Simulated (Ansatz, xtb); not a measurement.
Reaction (SMILES): C=C(C)CCC → CC/C=C\CC
Geometries: B3LYP-D3(BJ)/def2-TZVP minima from Ansatz (a program for electronic structure), one conformer each, not searched for the lowest. Frequencies are from Ansatz.

Property: isomerisation energy (enthalpy at 298 K, with B3LYP-D3(BJ) rigid-rotor harmonic-oscillator terms), in kJ/mol. Correlated levels leave the core frozen unless marked. No spin-orbit coupling. Non-relativistic unless marked X2C. Basis-set limits of correlation are two-point, X^-3; Hartree-Fock from the larger set.

```
level               program  isomerisation energy (kJ/mol)
------------------  -------  -----------------------------
GFN1-xTB                xtb                            9.2
HF/6-31G             Ansatz                            6.5
HF/cc-pVDZ           Ansatz                            6.9
HF/cc-pwCVTZ         Ansatz                            7.0
PBE0/def2-SVP        Ansatz                            6.6
PBE0/def2-TZVPD      Ansatz                            7.4
r2SCAN0/def2-TZVPD   Ansatz                            9.8
```

Question: Predict the CCSD(T)/CBS(cc-pVTZ,cc-pVQZ) result (Ansatz).

Answer: 10.8 kJ/mol
